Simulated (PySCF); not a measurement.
C₃H₈OSi, SMILES OC1C[SiH2]C1.

The structure is a stationary point at TPSSh-D3(BJ)/def2-SVP. Other conformers were not sampled.

Level of theory: SMD-ωB97X/def2-SVP in PySCF.

Solvation free energies are E(SMD) − E(gas) at the gas-phase geometry, for 1 M in both phases. In vacuum the dipole moment is 1.36 D.

Problem. Rank water, 2-propanol, diethylether by solvation free energy, most negative first.

Solution. 2-propanol (-5.9 kcal/mol), diethylether (-4.1 kcal/mol), water (-3.5 kcal/mol)
